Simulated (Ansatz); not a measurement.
`F[SiH2]S[SiH2]Cl` + `OC(O)(F)[SiH3]` → `O[SiH2]S[SiH2]Cl` + `OC(F)(F)[SiH3]`  (redistribution)

Computed with Ansatz on PBE0-D4/def2-TZVP structures; ΔE is electronic, products minus reactants. CBS: MP2 limit from def2 TZ/QZ plus the TZ coupled-cluster correction, frozen cores. DFT in def2-TZVPP. Each species was taken in one conformer, which may not be the lowest.

```json
{"level": "B2PLYP", "ΔE (eV)": "0.28"}
{"level": "CCSD/CBS(def2)", "ΔE (eV)": "0.31"}
```

What does CCSD(T)/CBS give? (Best estimate.)

Computed: +0.31 eV. The listed levels differ from it by -0.03, 0.00 eV.

Largest T1 diagnostic among the species: 0.013.
